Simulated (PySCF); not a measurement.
TlI, SMILES [I][Tl].

The structure is a stationary point at B3LYP-D3(BJ)/def2-TZVP. The def2 effective core potentials stand for the cores of I, Tl; spin–orbit coupling is left out.

All values below come from TDA-PBE/def2-TZVPD (PySCF 2.14.0).

Vertical excitations; the highest root listed may be one member of a degenerate set. Isolated molecule, no solvent. State labels are in the subgroup C2v.

| state | symmetry | energy (eV) | λ (nm) | f | main pairs |
|---|---|---|---|---|---|
| S1 | A2 | 3.26 | 381 | 0.000 | HOMO−1→LUMO+1 50 %, HOMO→LUMO 50 % |
| S2 | A1 | 3.32 | 373 | 0.000 | HOMO−1→LUMO, HOMO→LUMO+1 (degenerate set) |
| S3 | A2 | 3.32 | 373 | 0.000 | HOMO→LUMO, HOMO−1→LUMO+1 (degenerate set) |
| S4 | B2 | 3.56 | 348 | 0.012 | HOMO−2→LUMO+1 (degenerate set) |
| S5 | B1 | 3.56 | 348 | 0.012 | HOMO−2→LUMO (degenerate set) |
| S6 | A1 | 3.87 | 320 | 0.038 | HOMO−1→LUMO 41 %, HOMO→LUMO+1 41 %, HOMO−2→LUMO+2 15 % |
| S7 | B1 | 4.79 | 259 | 0.004 | HOMO−1→LUMO+2 (degenerate set) |
| S8 | B2 | 4.79 | 259 | 0.004 | HOMO→LUMO+2 (degenerate set) |
| S9 | B2 | 5.66 | 219 | 0.107 | HOMO→LUMO+3 (degenerate set) |
| S10 | B1 | 5.66 | 219 | 0.107 | HOMO−1→LUMO+3 (degenerate set) |
| T1 | A1 | 3.06 | 405 | 0 | HOMO→LUMO+1 50 %, HOMO−1→LUMO 50 % |
| T2 | A1 | 3.14 | 394 | 0 | HOMO−1→LUMO, HOMO→LUMO+1 (degenerate set) |
| T3 | A2 | 3.14 | 394 | 0 | HOMO−1→LUMO+1, HOMO→LUMO (degenerate set) |
| T4 | B2 | 3.19 | 389 | 0 | HOMO−2→LUMO+1 99 % |
Triplets are in the Tamm–Dancoff approximation.
